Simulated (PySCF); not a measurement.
A structure optimised at PBE-D3(BJ)/def2-SVP, used in a PySCF frequency run:

```
N
H 1 1.0237
Si 1 1.7010 2 118.08
F 3 1.6170 1 113.92 2 60.31
F 3 1.6170 4 105.14 1 125.43
F 3 1.6180 4 108.50 5 115.92
Si 1 1.7734 2 116.19 3 -180.00
H 7 1.5013 1 105.81 2 0.00
H 7 1.5017 8 109.79 1 120.35
H 7 1.5017 8 109.79 9 119.31
```

### Question
Write its SMILES, formula and point group.

### Answer
F[Si](F)(F)N[SiH3], F₃H₄NSi₂, Cs

### Question
What are its rotational constants (standard atomic weights)?

### Answer
3.8095, 1.3381, 1.3333 GHz
